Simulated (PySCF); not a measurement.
H$_{3}$Al, charge -1, doublet, at a GFN2-xTB geometry (such geometries of metal compounds can be far from the true shape) (a state made from the parent by changing its charge; the spin is typed, not shown lowest) (in this run its highest filled SCF level lies above zero, so its values depend strongly on the basis, on diffuse functions most of all). Base run: PBE/def2-SVP run with PySCF.

Input for PySCF:
```python
from pyscf import gto, scf, dft, solvent

mol = gto.Mole()
mol.atom = '''
    Al   -0.130447   -0.018369    0.055497
    H     1.178982   -0.350563    1.059666
    H     0.258353    1.528535   -0.482308
    H     0.258476   -0.939168   -1.298822
'''
mol.basis = 'def2-svp'
mol.charge = -1
mol.spin = 1
mol.verbose = 3
mol.build()

mf = dft.UKS(mol)
mf.xc = 'pbe'
mf.kernel()
```

The base run was repeated with changes; each row names its change, and settings that it needs were set with it.

```csv
change,ΔE vs base (kcal/mol)
base,0.000
model = IEF-PCM; solvent = n-hexane; vdw_scale = 1.1,-26.73
model = IEF-PCM; solvent = n-hexane; vdw_scale = 1.4,-27.05
model = SS(V)PE; solvent = n-hexane,-27.01
model = IEF-PCM; solvent = water,-58.61
model = COSMO; solvent = n-hexane,-21.77
model = IEF-PCM; solvent = dichloromethane,-52.57
model = IEF-PCM; solvent = n-hexane; lebedev_order = 41,-27.51
model = IEF-PCM; solvent = n-hexane; lebedev_order = 11,-27.00
model = C-PCM; solvent = n-hexane,-27.59
model = IEF-PCM; solvent = toluene,-34.02
model = IEF-PCM; solvent = n-hexane,-27.48
```

The base is the gas phase, so ΔE is the electrostatic part of solvation at a fixed geometry, without cavity and dispersion terms.

Open shells are given as the SCF converged; they aren't shown to be the lowest states, and a large step between rows can be another state.

The gas-phase anion may not be bound at this level, which the solvent then changes.
